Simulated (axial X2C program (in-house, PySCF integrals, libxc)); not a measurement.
**CoF⁺: nuclear properties from DFT to coupled cluster**

Calculated with an axial X2C code built on PySCF integrals: two-component X2C with atomic mean-field Coulomb and Gaunt terms, Gaussian nuclei, basis Co dyall-acv3z, F dyall-av3z with contracted cores.

R = 1.690 Å (near the PBE0 minimum at charge 1 of the determinant lowest at the starting distance; the state shown can have its own minimum elsewhere); state Ω = 9/2 (⟨Sz⟩ = 1.50, ⟨Lz⟩ = 3.00 at PBE0).

```tsv
level	Eeff magnitude (GV/cm)	Ws magnitude Co (kHz)	A∥/gI Co (MHz)	qzz Co (a.u.)	A∥/gI F (MHz)
PBE0	0.686	0.0472	460	0.06	31.4
HF	0.627	0.0424	400	-0.17	15.5
B3LYP	0.666	0.0456	469	0.08	34.1
```

Eeff is the effective electric field on the electron electric dipole moment in this Ω state and Ws the scalar–pseudoscalar constant of the nucleus named (defined with the proton number Z and per Ω); A∥ (defined per Ω) follows by multiplying with gI = μI/(I μN); qzz is the electric field gradient, eQq0 = 234.96 MHz × Q/barn × qzz. The operators were transformed with the bare-nucleus X2C matrices; with these basis sets, hyperfine constants and field gradients can be off by tens of per cent, and where levels differ in sign neither size nor sign is settled.

Finite-field MP2, CCSD and CCSD(T), with 23 electrons correlated in 130 natural virtual spinors (MP2 remainder added):

```json
{"level": "MP2", "Eeff magnitude (GV/cm)": "0.728", "Ws magnitude Co (kHz)": "0.0512", "A∥/gI Co (MHz)": "440", "qzz Co (a.u.)": "0.17", "A∥/gI F (MHz)": "20.6"}
{"level": "CCSD", "Eeff magnitude (GV/cm)": "0.721", "Ws magnitude Co (kHz)": "0.0505", "A∥/gI Co (MHz)": "430", "qzz Co (a.u.)": "0.05", "A∥/gI F (MHz)": "21.1"}
{"level": "CCSD(T)", "Eeff magnitude (GV/cm)": "0.745", "Ws magnitude Co (kHz)": "0.0526", "A∥/gI Co (MHz)": "436", "qzz Co (a.u.)": "0.10", "A∥/gI F (MHz)": "21.8"}
```

T1 = 0.019 (Lee–Taylor). One unrestricted determinant, the lowest of a limited PBE0 search, is the reference; the functionals treat spin collinearly. With several open shells it need not be a pure state. Correlation of the inner shells is missing, which matters for properties at the nucleus. Number of frozen shells: Co 2 s, 1 p; F 1 s.

(1) By how much does correlation change each value, CCSD(T) against HF?

Results:

(1) Eeff magnitude 19 %; Ws magnitude Co 24 %; A∥/gI Co 9 %; qzz Co from -0.17 to 0.10, a change of sign; A∥/gI F 41 %.
